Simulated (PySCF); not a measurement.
Germanium: a sound run and one with changed settings

Sound run: Ge+ [Ar] 3d10 4s2 4p1, Ge(2+) [Ar] 3d10 4s2. Calculation: PySCF 2.14, in aug-cc-pVDZ-DK (6s5p3d, 36 functions); the spin-free X2C one-electron Hamiltonian (Gaussian nucleus). In the sound run the correlated levels freeze [Ar] 3d10. The sound run starts from symmetry-adapted Hartree-Fock orbitals and uses a fine grid where one is needed.

Changed run: the non-relativistic Hamiltonian (point nucleus). This setting is unsound on purpose.

| species | method | sound run (hartree) | changed run (hartree) | converged |
| --- | --- | --- | --- | --- |
| Ge+ | UHF | -2096.68721 | -2063.09604 | yes |
| Ge+ | M06-2X | -2098.42247 | -2064.83380 | yes |
| Ge+ | M06-L | -2098.26642 | -2064.67469 | yes |
| Ge+ | MP2 | -2096.71839 | -2063.12766 | yes |
| Ge+ | CCSD(T) | -2096.73388 | -2063.14393 | yes |
| Ge(2+) | UHF | -2096.12748 | -2062.53689 | yes |
| Ge(2+) | M06-2X | -2097.84775 | -2064.25946 | yes |
| Ge(2+) | M06-L | -2097.69779 | -2064.10626 | yes |
| Ge(2+) | MP2 | -2096.15317 | -2062.56305 | yes |
| Ge(2+) | CCSD(T) | -2096.16553 | -2062.57621 | yes |

Ionisation energy of Ge+:

```csv
method,sound run (eV),changed run (eV)
UHF,15.231,15.215
M06-2X,15.639,15.628
M06-L,15.473,15.468
MP2,15.380,15.364
SCS-MP2,15.360,15.343
CCSD,15.453,15.435
CCSD(T),15.466,15.449
```

Most of the change in total energy is the relativistic energy itself. On top of that the contraction fixes the core shape for the Hamiltonian it was made with, so the changed run is not a good calculation with the other Hamiltonian either.

For comparison, NIST gives 15.935 eV between the lowest levels.
